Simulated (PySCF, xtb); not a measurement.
Au(Cl)(CO) cation (CAuClO), SMILES [O+]#[C-]->[Au][Cl] (connectivity only; charge and spin as stated), charge +1, multiplicity 2.

Harmonic wavenumbers (cm⁻¹) from GFN2-xTB run with xtb at its own minimum, in rising order: 61, 243, 275, 293, 324, 2302.

Problem. What does B3LYP-D3(BJ)/def2-SVP (PySCF 2.14.0) give at its own minimum? (An estimate is asked for; the answer gives what the named calculation found.)

Solution. 41, 272, 321, 323, 361, 2325. Paired by order, the mean absolute difference is 31 cm⁻¹ and the zero-point energies are 5.0 and 5.2 kcal/mol.
